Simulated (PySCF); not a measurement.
**Partial charges of `CO[Si](C)(OC)OC`**

Species: C4H12O3Si.
Atom-mapped SMILES: `[CH3:1][O:2][Si:3]([CH3:4])([O:5][CH3:6])[O:7][CH3:8]` (hydrogens: H9, H10, H11 on C1; H12, H13, H14 on C4; H15, H16, H17 on C6; H18, H19, H20 on C8)

Cartesian coordinates in Å at the GFN2-xTB level; atoms count from 1:
```
atom  x, y, z in Å
C1    -2.3061    1.3922   -0.3907
O2    -1.3926    0.3994   -0.7663
Si3    0.0172    0.0185   -0.0538
C4    -0.2448   -0.6909    1.7005
O5     0.7584   -1.0470   -1.0314
C6     0.2662   -2.2834   -1.4697
O7     0.9159    1.3710   -0.0458
C8     2.2610    1.5244    0.3112
H9    -1.8086    2.3586   -0.2990
H10   -3.0722    1.4476   -1.1650
H11   -2.7734    1.1408    0.5642
H12    0.6659   -1.1341    2.0945
H13   -1.0079   -1.4650    1.7058
H14   -0.5597    0.0776    2.4012
H15   -0.7431   -2.1771   -1.8693
H16    0.9327   -2.6465   -2.2524
H17    0.2481   -3.0018   -0.6464
H18    2.8890    0.8198   -0.2354
H19    2.5537    2.5450    0.0619
H20    2.3952    1.3613    1.3830
```

Density: PBE0/pcSseg-1 (PySCF); schemes: Mulliken, IAO, Hirshfeld and ESP-fitted. One conformer (not necessarily the lowest) at the GFN2-xTB geometry, without solvent, vibrations or thermal averaging.

Q: At which atom do the 4 schemes differ most?

A: At Si3: from +0.517 (Hirshfeld) to +1.592 e (IAO), 1.075 e apart.

Q: For which atoms does the sign change between the 4 schemes (beyond +0.03 e in one, beyond −0.03 e in another)?

A: For none.

Q: Do the Mulliken, IAO, Hirshfeld and ESP-fitted schemes agree on where the charge is lowest?

A: The schemes don't all agree: Mulliken C4 (-0.697); IAO C4 (-0.778); Hirshfeld O5 (-0.235); ESP-fitted C4 (-0.555).

Q: Tabulate the Mulliken, IAO, Hirshfeld and ESP-fitted charges.

A: In e:

```tsv
atom	environment	Mulliken	IAO	Hirshfeld	ESP-fitted
C1	methoxy carbon	-0.004	-0.193	-0.033	-0.191
O2	silyl ether oxygen	-0.641	-0.649	-0.234	-0.450
Si3	oxygen-bound silicon	+1.290	+1.592	+0.517	+1.142
C4	Si-methyl carbon	-0.697	-0.778	-0.225	-0.555
O5	silyl ether oxygen	-0.640	-0.649	-0.235	-0.457
C6	methoxy carbon	-0.006	-0.194	-0.033	-0.172
O7	silyl ether oxygen	-0.641	-0.647	-0.234	-0.441
C8	methoxy carbon	-0.003	-0.193	-0.032	-0.202
H9	methyl hydrogen	+0.105	+0.137	+0.042	+0.094
H10	methyl hydrogen	+0.114	+0.151	+0.048	+0.135
H11	methyl hydrogen	+0.092	+0.125	+0.039	+0.096
H12	methyl hydrogen	+0.135	+0.157	+0.040	+0.119
H13	methyl hydrogen	+0.135	+0.157	+0.041	+0.119
H14	methyl hydrogen	+0.135	+0.157	+0.040	+0.117
H15	methyl hydrogen	+0.105	+0.136	+0.042	+0.090
H16	methyl hydrogen	+0.115	+0.151	+0.048	+0.131
H17	methyl hydrogen	+0.093	+0.126	+0.039	+0.091
H18	methyl hydrogen	+0.106	+0.137	+0.043	+0.099
H19	methyl hydrogen	+0.115	+0.151	+0.048	+0.136
H20	methyl hydrogen	+0.093	+0.126	+0.039	+0.098
```

Mean size of the charges over all atoms: IAO 0.330 e, Mulliken 0.263 e, ESP-fitted 0.247 e, Hirshfeld 0.102 e. Each set sums to the total charge, 0, to within 0.001 e. The Mulliken scheme gives each basis function's population to the atom it is centred on and halves the overlap population of two atoms between them.

Q: How closely do the schemes follow one another over all atoms?

A: Correlation coefficient and root-mean-square difference: IAO with ESP-fitted 1.00, 0.139 e; IAO with Hirshfeld 0.99, 0.330 e; Mulliken with Hirshfeld 0.99, 0.263 e; Hirshfeld with ESP-fitted 0.99, 0.196 e; Mulliken with IAO 0.98, 0.104 e; Mulliken with ESP-fitted 0.97, 0.113 e.

Q: How many electrons does the Hirshfeld scheme count on C1?

A: Z − q = 6 − (-0.033) ≈ 6.032.
